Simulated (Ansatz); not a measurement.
Cl3Sn, charge -1, singlet, at a GFN2-xTB geometry (such geometries of metal compounds can be far from the true shape) (all electrons, no relativity) (a gas-phase anion, which may not be bound at this level); PBE0/STO-3G in Ansatz (a first-principles code).

Input for Ansatz:
Ansatz 0.2 input:
```yaml
crystal:
  periodic: [false, false, false]
  atoms:
    - {symbol: Sn, position_ang: [-0.00024598, 0.00560843, 0.57812327]}
    - {symbol: Cl, position_ang: [-1.94257826, -1.06785136, -0.55730815]}
    - {symbol: Cl, position_ang: [0.05159000, 2.20812614, -0.58824027]}
    - {symbol: Cl, position_ang: [1.89171173, -1.15677018, -0.55481414]}
basis:
  gaussian:
    orbitals: STO-3G
    occupation: {up: {"A'": 32, "A''": 19}, down: {"A'": 32, "A''": 19}}
hamiltonian:
  xc: pbe0
total_charge: -1
```

What the program printed (banner, timings and long lists left out):

```
Functional definition: PBE0
the irreps are read with x along [-0.004, 0.008, 1.000], y along [-0.877, -0.480, 0.000] and z along [0.480, -0.877, 0.009] of the geometry given
641 factors; integrals over basis functions are off by at most 2.2e-5 eV
mean field evaluation 1: about -199456.6273 eV, gradient 1.1e1 eV
mean field evaluation 2: about -199456.8002 eV, gradient 9.8e0 eV
mean field evaluation 4: about -199457.9206 eV, gradient 2.9e-1 eV
mean field evaluation 8: about -199457.9407 eV, gradient 1.8e-4 eV
mean field -199457.94069620 eV, -7329.9441231373 hartree, gradient 1.0e-6 eV, S^2 0.000000; 0 other end points of the search recorded, 0 dependent functions left out
reference -199457.94071103 eV, -7329.9441236824 hartree; 51, 51 occupied and 3, 3 virtual orbitals, 641 factors
Total energy: -199457.94071103 eV, -7329.9441236824 hartree
```
